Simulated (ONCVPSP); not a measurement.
**Before and after: ONCV potential for osmium (Os)**

* Element: osmium
* Generator: ONCVPSP 4.0.1
* Type: optimised norm-conserving Vanderbilt (ONCV)
* Functional: PBE
* Relativity: scalar-relativistic
* Frozen core: [Kr] 4d10 4f14
* Valence charge: 16
* Reference configuration: 5s2 5p6 5d6 6s2
* Partial waves: 5s+6s: rc 1.90 bohr, ncon 4, nbas 8, qcut 7.9 1/bohr, 2 projectors; 5p: rc 1.25 bohr, ncon 3, nbas 6, qcut 5.7 1/bohr, 3 projectors, debl 2.3 Ha; 5d: rc 1.80 bohr, ncon 4, nbas 7, qcut 6.3 1/bohr, 2 projectors, debl 1.6 Ha
* Local potential: polynomial inside 1.10 bohr (lpopt 5, dvloc0 -1 Ha)
* Core correction: none

All-electron outer shells of the reference configuration (PBE, scalar-relativistic, ld1.x):

```
shell  level (eV)  outermost node (bohr)  outermost maximum (bohr)
   5s      -91.55                   0.51                      0.91
   4f      -51.98                      –                      0.40
   5p      -50.84                   0.55                      1.03
   5d       -6.25                   0.60                      1.36
   6s       -6.15                   1.20                      2.48
```

Change: s: qcut 9.8; p: qcut 7.1; d: qcut 7.8.

Cutoffs: the cutoffs (Ha) at which the residual kinetic energy of the hardest occupied pseudo-wave falls to 1 and 0.1 mHa per electron; they do not see the model core or the augmentation charge, which bear on the density cutoff. Errors are all-electron minus pseudo energies relative to the spin-unpolarised reference configuration.

Problem. Predict the effect on cutoff, ghosts and configuration errors.

Solution. The potential gets softer (68 Ha and 112 Ha → 38 Ha and 87 Ha); of the 4 tests that both files solve, the error grows in 0 and shrinks in 4 by more than 15 % and 0.3 meV (median size 9.4 → 6.1 meV); neither file shows a bound ghost.

```tsv
quantity	base	changed
cutoff, loose	68 Ha	38 Ha
cutoff, tight	112 Ha	87 Ha
loose cutoff by channel	s 18 Ha, p 68 Ha, d 16 Ha	s 27 Ha, p 38 Ha, d 18 Ha
bound ghosts	none	none
GHOST(+) flags under 300 eV	s at 63.6 eV	s at 87.6 eV
error for 5s2 5p6 5d6 6s1, meV [ΔE 9.58 eV]	-4.1	-3.4
error for 5s2 5p6 5d6 6s0, meV [ΔE 26.49 eV]	-12	-7.6
error for 5s2 5p6 5d5 6s0, meV [ΔE 55.34 eV]	-11	-8.9
error for 5s2 5p6 5d6 6s0 6p1, meV [ΔE 15.72 eV]	-7.3	-4.6
s: phases at 1.92 bohr within 0.05 rad from the reference energy up to (Ha; the scan ends near 5)	2.2	3.0
p: phases at 1.27 bohr within 0.05 rad from the reference energy up to (Ha; the scan ends near 5)	to the end of the scan	to the end of the scan
d: phases at 1.82 bohr within 0.05 rad from the reference energy up to (Ha; the scan ends near 5)	to the end of the scan	to the end of the scan
```
